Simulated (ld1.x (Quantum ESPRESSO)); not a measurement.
## What the settings do to the TM potential of tantalum

Base potential:

- Element: Ta (Z = 73)
- Generator: ld1.x (Quantum ESPRESSO) 7.5
- Type: norm-conserving Troullier–Martins (Kleinman–Bylander form)
- Functional: LDA (PZ)
- Relativity: scalar-relativistic
- Frozen core: [Xe] 4f14
- Valence charge: 5
- Reference configuration: 5d3 6s2 6p0
- Partial waves: 6s (bound): rc 2.35 bohr; 6p (bound, empty): rc 3.95 bohr; 5d (bound): rc 2.55 bohr
- Local potential: all-electron potential smoothed inside 1.90 bohr (lloc = -1)
- Core correction: Bessel-smoothed model core inside 1.90 bohr

Cutoffs, loose and tight: the cutoffs (Ry, on a coarse ladder) from which the occupation-weighted sum of valence levels, in a spherical-Bessel basis at the reference potential, stays within 10 and 1 mRy of its value at 400 Ry. They do not see the model core or the augmentation charge, which bear on the density cutoff. Test errors are all-electron minus pseudo excitation energies from the reference, over the configurations 5d3 6s1 6p0; 5d3 6s0 6p0; 5d2 6s0 6p0; 5d3 6s1 6p1; 5d3 6s0 6p2; 5d3.5 6s1.5 6p0; 5d3 6s1.5 6p0 (two spin-polarised tests are not counted in the largest error). A dash means not determined; rows that change the core or the reference have their own tests. The largest error is taken over the tests solved by every variant that gives reliable tests at all: 5d2 6s0 6p0; 5d3 6s0 6p0; 5d3 6s1 6p0; 5d3 6s1 6p1; 5d3 6s1.5 6p0; 5d3.5 6s1.5 6p0.

A true bound ghost makes a file unfit for plane-wave use even where its test errors are small: the radial tests pick states by their node count and pass the ghost by. Where a test does run into it, the solver fails or the error is huge.

| change | outcome | cutoff, loose | cutoff, tight | bound ghosts | largest test error (meV) |
| --- | --- | --- | --- | --- | --- |
| base | generated | 25 Ry | 30 Ry | s, p | -166 |
| wave 5d (bound): rc 2.55 bohr becomes 5d (bound): rc 2.50 bohr | generated | 25 Ry | 30 Ry | s, p | -166 |
| wave 5d (bound): rc 2.55 bohr becomes 5d (bound): rc 3.00 bohr | generated | 18 Ry | 25 Ry | s, p | -164 |
| wave 5d (bound): rc 2.55 bohr becomes 5d (bound): rc 3.38 bohr | generated | 18 Ry | 25 Ry | s, p | -153 |

Question: What comes out with this change to the base: wave 5d (bound): rc 2.55 bohr becomes 5d (bound): rc 1.84 bohr?

Answer: outcome: generated; cutoff, loose: 30 Ry; cutoff, tight: 35 Ry; bound ghosts: s, p; largest test error (meV): -165.

Question: What comes out with this change to the base: wave 5d (bound): rc 2.55 bohr becomes 5d (bound): rc 3.66 bohr?

Answer: outcome: generated; cutoff, loose: 15 Ry; cutoff, tight: 25 Ry; bound ghosts: s, p; largest test error (meV): -120.

Question: What comes out with this change to the base: wave 5d (bound): rc 2.55 bohr becomes 5d (bound): rc 2.24 bohr?

Answer: outcome: generated; cutoff, loose: 25 Ry; cutoff, tight: 35 Ry; bound ghosts: s, p; largest test error (meV): -166.

Reading the sweep of the d radius (base included, trends over the rows without a ghost): Bound ghosts are found at 1.84, 2.24, 2.5, 2.55, 3, 3.38, 3.66 bohr. Every judged row has one, so this setting neither creates nor removes them.
